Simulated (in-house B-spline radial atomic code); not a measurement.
**V: [Ar] 3d2 4s2 7p1 (an excited or competing configuration)**

Level of theory: Dirac-Hartree-Fock, average of configuration, Fermi nucleus of rms radius 3.6002 fm; calculated with an all-electron radial atomic-structure program (B-spline basis).

Screening seen three ways: the hydrogenic charge with the same mean radius, Z_r = [3n² - l(l+1)]/(2<r>), the one with the same energy, Z_e = n√(-2ε), and Slater's rules. Values are occupation-weighted means over j.

```
shell  electrons    ε (eV)  <r> (bohr)    Z_r    Z_e  Slater
   1s          2   -5536.2     0.06639  22.59  20.17   22.70
   2s          2   -672.07      0.3058  19.62  14.06   18.85
   2p          6    -560.4      0.2729  18.32  12.84   18.85
   3s          2    -101.1      0.9363  14.42   8.18   11.75
   3p          6   -67.796       1.003  12.47   6.70   11.75
   3d          2   -25.001       1.213   8.66   4.07    4.65
   4s          2    -13.63        2.98   8.05   4.00    4.15
   7p          1  -0.56256       35.52   2.04   1.42    1.00
```

The least bound orbital is 7p3/2 at -0.5622 eV, and it is also the most diffuse (<r> = 35.55 bohr). The part-filled 3d shell lies below the filled 4s shell in orbital energy.

Spin-orbit splittings of the orbital energies (j = l + 1/2 above j = l - 1/2 when positive): 2p 7.242 eV, 3p 0.9161 eV, 3d 0.06819 eV, 7p 0.001075 eV.

For the 1s electron the small component carries 0.681 % of the norm, the zero-frequency Breit interaction raises the level by 5.654 eV, self-energy by 2.704 eV, and vacuum polarisation lowers it by 0.2152 eV.
